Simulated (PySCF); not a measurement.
CH6MgOSi.

```xyz
10

Mg     0.0000     0.0000     1.1881
C      0.0000     0.0000     3.2681
H      0.5767    -0.8469     3.6764
H     -1.0218    -0.0760     3.6764
H      0.4451     0.9229     3.6764
O      0.0000     0.0000    -0.6184
Si     0.0000     0.0000    -2.2524
H     -0.8903    -1.0744    -2.8050
H      1.3756    -0.2339    -2.8050
H     -0.4853     1.3083    -2.8050
```
Charge 0, spin multiplicity 1.

Coordinates come from a PBE0-D3(BJ)/def2-SVP optimisation. The structure was generated by enumeration; whether it is a known compound was not checked. One conformer was computed; it need not be the lowest.

The numbers are results of PBE0/pcSseg-1 run with PySCF, not measurements. Non-relativistic, no solvent.

Computed absolute GIAO shielding of each atom: isotropic value and principal components (ppm):
| atom | σ(iso) | σ11 | σ22 | σ33 | span |
|---|---|---|---|---|---|
| Mg1 | 493.5 | 386.4 | 386.4 | 707.5 | 321.1 |
| C2 | 212.6 | 198.6 | 219.6 | 219.6 | 21.0 |
| H3 | 32.1 | 27.2 | 28.4 | 40.6 | 13.3 |
| H4 | 32.1 | 27.2 | 28.4 | 40.6 | 13.3 |
| H5 | 32.1 | 27.2 | 28.4 | 40.6 | 13.3 |
| O6 | 340.7 | 323.1 | 349.5 | 349.5 | 26.5 |
| Si7 | 399.1 | 351.1 | 351.1 | 495.1 | 144.0 |
| H8 | 26.2 | 23.0 | 24.4 | 31.1 | 8.1 |
| H9 | 26.2 | 23.0 | 24.4 | 31.1 | 8.1 |
| H10 | 26.2 | 23.0 | 24.4 | 31.1 | 8.1 |
